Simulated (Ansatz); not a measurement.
Basis-set extrapolation for C4H14OSi2 (`C[SiH](C)O[SiH](C)C`) (PBE0-D4/def2-TZVP geometry, frozen core, the Gaussian-basis code of Ansatz). Multiplicity 1, RHF reference.

|  | def2-TZVPP | def2-QZVPP |
| --- | --- | --- |
| HF | -812.627099 | -812.657376 |
| MP2 correlation | -1.195035 | -1.277569 |
| CCSD(T) correlation | -1.323456 | not run |

Energies in hartree. Use E(X) = E(∞) + A·exp(−7.88·√X) for Hartree–Fock and E(X) = E(∞) + B·X^(−2.97) for correlation, with X = 3 and 4, and add CCSD(T) minus MP2 of the smaller set to the MP2 limit.

Question: What is the CCSD(T) energy at the basis-set limit?

Answer: HF limit: -812.657376 + (-0.030277) × 0.13774 = -812.66155. MP2 limit: -1.277569 + (-0.082534) × 0.74074 = -1.33871. Higher-order term: -1.323456 − (-1.195035) = -0.12842. Total: -814.12868 hartree, 4.85 eV below CCSD(T)/def2-TZVPP.
